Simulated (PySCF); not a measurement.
## Computed properties of Sn(H)(OMe) (CH4OSn), SMILES C[O][SnH]

Sn(H)(OMe) (CH4OSn), SMILES C[O][SnH] (connectivity only; charge and spin as stated), neutral, multiplicity 1. Coordinates come from a B3LYP-D3(BJ)/def2-SVP optimisation. The def2 effective core potentials stand for the cores of Sn; spin–orbit coupling is left out. One conformer was computed; it need not be the lowest. All values are computed for the isolated molecule unless a solvent is named; none is compared with measurement here.

**Structure.** The optimised structure has Cs symmetry. All 15 harmonic modes at B3LYP-D3(BJ)/def2-SVP (PySCF) are real, so it is a minimum. With heavy atoms numbered as in [SnH:1][O:3][CH3:4], the shortest bond between them is O3–C4 at 1.401 Å and the longest Sn1–O3 at 2.006 Å.

**Vibrations.** The strongest infrared lines (harmonic, unscaled, degenerate partners summed) lie at 1616 cm⁻¹ (478 km/mol, H 99 %), 1120 cm⁻¹ (196 km/mol, O 50 %, C 44 %), 2961 cm⁻¹ (107 km/mol, H 98 %). The softest mode is at 125 cm⁻¹ and the zero-point energy is 29.0 kcal/mol.

**Electronic structure.** M06-2X/def2-TZVPD (PySCF) places the frontier levels at -7.87 and -1.76 eV, a gap of 6.11 eV, and gives a dipole moment of 1.32 D and a mean polarisability of 63.3 bohr³.

**Excitations.** TDA-M06-2X/def2-SVPD (PySCF) has S1 at 3.15 eV (394 nm, f = 0.033, weak); the most intense of the 10 singlets computed lies at 7.42 eV (f = 0.39). T1 (TDA) is at 1.90 eV, 1.25 eV under S1. No vertical singlet excitation falls in the visible range (under 3.1 eV).
